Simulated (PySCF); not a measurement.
**`[CH3][Ge@H]([C](N)=O)[C]1=CC1`, C5H9GeNO**

Geometry:
| atom | x (Å) | y (Å) | z (Å) |
| --- | --- | --- | --- |
| C1 | -1.007 | -2.395 | -0.004 |
| Ge2 | -0.581 | -0.557 | 0.561 |
| C3 | -1.788 | 0.801 | -0.313 |
| N4 | -1.320 | 2.061 | -0.321 |
| O5 | -2.860 | 0.489 | -0.779 |
| C6 | 1.239 | -0.055 | 0.161 |
| C7 | 2.433 | -0.282 | -0.315 |
| C8 | 2.217 | 1.109 | 0.169 |
| H9 | -0.779 | -2.522 | -1.060 |
| H10 | -2.067 | -2.585 | 0.138 |
| H11 | -0.439 | -3.127 | 0.565 |
| H12 | -0.694 | -0.407 | 2.069 |
| H13 | -0.413 | 2.275 | 0.056 |
| H14 | -1.867 | 2.801 | -0.739 |
| H15 | 3.149 | -0.936 | -0.748 |
| H16 | 2.662 | 1.429 | 1.105 |
| H17 | 2.108 | 1.913 | -0.555 |

The calculation used quadratic response CAM-B3LYP/def2-SVPD first hyperpolarisability, Taylor convention, gas phase (PySCF 2.14.0). Geometry: GFN2-xTB.

The calculation is non-relativistic, which matters for the atoms heavier than Zn.

(1) Give the tensor of the second harmonic β(−2ω;ω,ω) at 694.3 nm in the axes of these coordinates.

## Answers

(1) In au, Taylor convention; rows are the first index (the induced dipole):
```tsv
	xx	yy	zz	xy	xz	yz
x	-138.6	+3.6	-29.8	+128.2	-50.0	-33.9
y	+122.3	-46.2	+3.0	-0.7	-27.8	+2.7
z	-49.6	+6.4	-108.4	-33.5	-31.6	+1.6
```
Norm of βᵢ = ⅓ Σⱼ (βᵢⱼⱼ + βⱼᵢⱼ + βⱼⱼᵢ): 243.1 au, hyper-Rayleigh value 117.0 au.
